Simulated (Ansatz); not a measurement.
Two structures of BHBrCl3, singlet, reached by relaxing down either side of one saddle point (PBE0-D4/def2-TZVP). Energies are electronic, without zero-point energy. Computed with Ansatz 0.2.0 (basis: def2-TZVPP and def2-QZVPP); correlated methods freeze the cores. Filled d shells of the heavier atoms are correlated. The def2 sets are not built for correlating such inner shells, so the correlated values are less sure here. Extrapolation: Hartree–Fock as exp(−7.88 √X), correlation as X^−2.97. First:

```json
{"atom": "B1", "x (Å)": "-0.4912", "y (Å)": "1.0032", "z (Å)": "0.0978"}
{"atom": "Br2", "x (Å)": "0.3949", "y (Å)": "0.6747", "z (Å)": "1.7610"}
{"atom": "Cl3", "x (Å)": "0.3527", "y (Å)": "1.8225", "z (Å)": "-1.1715"}
{"atom": "Cl4", "x (Å)": "-2.1344", "y (Å)": "0.5011", "z (Å)": "-0.1075"}
{"atom": "H5", "x (Å)": "1.0885", "y (Å)": "-1.8056", "z (Å)": "0.3018"}
{"atom": "Cl6", "x (Å)": "0.7896", "y (Å)": "-2.1959", "z (Å)": "-0.8815"}
```

Second:

B1  (-0.586, 0.287, -1.003)
Br2  (0.974, 0.057, 2.298)
Cl3  (0.304, 1.728, -1.383)
Cl4  (-2.172, 0.395, -0.305)
H5  (1.382, -1.192, 1.756)
Cl6  (0.098, -1.274, -1.362)
(Å)

Task: Which bonds change from the first to the second?

Result: BBrCl₂ ([Cl][B]([Cl])[Br]) + HCl → BCl₃ ([Cl][B]([Cl])[Cl]) + HBr; bonds formed: B1–Cl6, Br2–H5; bonds broken: B1–Br2, H5–Cl6.

Task: Give the saddle point's structure and its height above each. (Judge from chemistry; the value comes from the calculation.)

Result: By the calculation: 101.4 kJ/mol above the first and 108.8 kJ/mol above the second (CCSD(T) at an estimated basis limit (MP2 extrapolated from triple and quadruple zeta, plus CCSD(T) − MP2 in triple zeta)).
```xyz
6
angstrom
B -0.3019 0.3462 -0.2757
Br 0.6008 0.2581 1.7248
Cl 0.4541 1.6164 -1.2330
Cl -2.0579 0.2818 -0.1584
H 0.8610 -1.0631 0.6923
Cl 0.4440 -1.4394 -0.7499
```

T1 diagnostic: at most 0.010.

Labels in which every atom is bracketed show which atoms are joined, not bond orders.

For scale, one of the runs: CCSD(T)/def2-TZVPP, 219 basis functions, launched by `ansatz run in.yaml --threads 8 --pin off --events-out ev --progress --plain --max-ram 19148MiB`. The run took 20 s on 8 CPU threads of an AMD EPYC 9R45 (shared host), with 3.2 GiB of host memory at its peak.
